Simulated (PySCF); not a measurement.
ClO₂W (SMILES [O]=[W](=[O])[Cl]), doublet, geometry from GFN2-xTB (such geometries of metal compounds can be far from the true shape) (the multiplicity is a formal guess) (core potentials on W). Base run: PBE0/def2-SVP (PySCF).

PySCF was given this input:
```python
from pyscf import gto, scf, dft

mol = gto.M(
    atom='''
W     0.10569345   -0.14536463    0.11632561
O     1.67571442   -0.57054583   -0.30281806
O    -0.63881661   -0.85554319    1.44402192
Cl   -0.94802926    1.30386438   -1.04339564
''',
    basis='def2-svp',
    ecp={'W': 'def2-svp'},
    spin=1,
    verbose=3,
)

mf = dft.UKS(mol)
mf.xc = 'pbe0'
mf.kernel()
```

Variants of this job, named by their change:

```csv
change,basis functions,E (Eh),HOMO (eV),dipole (D)
base,78,-677.25100,-8.06,2.08
basis = x2c-SVPall; relativity = none (without ecp={'W': 'def2-svp'}),112,-14262.92262,-8.54,1.59
basis = x2c-TZVPall; relativity = spin-free X2C (without ecp={'W': 'def2-svp'}),180,-16757.44962,-8.06,2.42
basis = ANO-RCC-VDZP; relativity = spin-free X2C (without ecp={'W': 'def2-svp'}),114,-16757.27043,-8.34,2.57
basis = x2c-TZVPall; relativity = none (without ecp={'W': 'def2-svp'}),180,-15427.48695,-6.47,0.35
basis = ANO-RCC-VDZP; relativity = none (without ecp={'W': 'def2-svp'}),114,-14100.57931,-8.41,1.59
basis = ANO-RCC-VDZP; relativity = spin-free X2C; nucleus = Gaussian (with nucmod='G'; without ecp={'W': 'def2-svp'}),114,-16754.97714,-8.34,2.57
basis = x2c-SVPall; relativity = spin-free X2C; nucleus = Gaussian (with nucmod='G'; without ecp={'W': 'def2-svp'}),112,-16754.34674,-8.32,2.18
basis = x2c-SVPall; relativity = spin-free X2C (without ecp={'W': 'def2-svp'}),112,-16756.23398,-8.32,2.18
basis = x2c-TZVPall; relativity = spin-free X2C; nucleus = Gaussian (with nucmod='G'; without ecp={'W': 'def2-svp'}),180,-16755.49654,-8.06,2.42
```

Totals shift with the method and basis; they matter in differences.

Open shells are given as the SCF converged; they aren't shown to be the lowest states, and a large step between rows can be another state.

Basis sets contracted for a relativistic Hamiltonian are a mismatch without it, so the rows without relativity aren't non-relativistic limits. No row has spin-orbit coupling; sets with core potentials leave out the core electrons.
